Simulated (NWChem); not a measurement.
Two isomers of C₃H₇FSi, each optimised at PBE0/def2-SVP with NWChem. Flexible species stand in one conformer each, which need not be the lowest. One or both are not confirmed as a minimum by frequencies.

A: F/C=C\C[SiH3]
B: C=C(F)[SiH2]C

### Question
Which is lower in energy, by how much, and how do their other properties compare?

### Answer
B is lower by 5.4 kcal/mol in electronic energy.
```
                                 A      B
---------------------------  -----  -----
highest occupied level (eV)  -6.98  -7.52
orbital gap (eV)              7.42   7.42
dipole (D)                    1.24   1.22
```
